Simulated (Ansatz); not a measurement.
def2 core potentials replace the inner electrons of Sb.

Species: CH$_{2}$F$_{3}$O$_{2}$Sb, SMILES `[Sb]([OH])([C](F)(F)F)[OH]` (H–O–Sb–O torsion 53°, O–Sb–O–H torsion 98°) (charge 0, multiplicity 1), formula CH$_{2}$F$_{3}$O$_{2}$Sb.

How many basis functions does frozen-core CCSD(T)/def2-TZVPP // B3LYP-D3(BJ)/def2-SVP (Ansatz, a first-principles code) use, how many core orbitals are frozen, and how many electrons are correlated?

264 basis functions and 10 frozen orbitals, which leaves 54 correlated electrons (filled d shells below the valence shell are correlated). Core time is of the order of minutes.
